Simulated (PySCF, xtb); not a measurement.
C3H9Si, SMILES C[Si](C)C, multiplicity 2.

Harmonic wavenumbers (cm⁻¹) from GFN2-xTB (xtb) at its own minimum, in rising order: 102, 114, 114, 171, 171, 203, 637, 738, 738, 782, 786, 786, 855, 855, 865, 1362, 1362, 1372, 1481, 1487, 1487, 1491, 1491, 1498, 2984, 2985, 2991, 3041, 3042, 3043, 3044, 3047, 3048.

Q: What does PySCF with B3LYP-D3(BJ)/def2-SVP give at its own minimum? (Estimate from the structure and the level; the computed values follow.)

A: 138, 151, 151, 197, 197, 221, 595, 674, 674, 683, 714, 714, 856, 856, 863, 1253, 1253, 1265, 1420, 1428, 1428, 1433, 1433, 1445, 3008, 3008, 3009, 3096, 3096, 3096, 3123, 3124, 3124. Paired by order, the mean absolute difference is 52 cm⁻¹ and the zero-point energies are 68.9 and 68.2 kcal/mol.
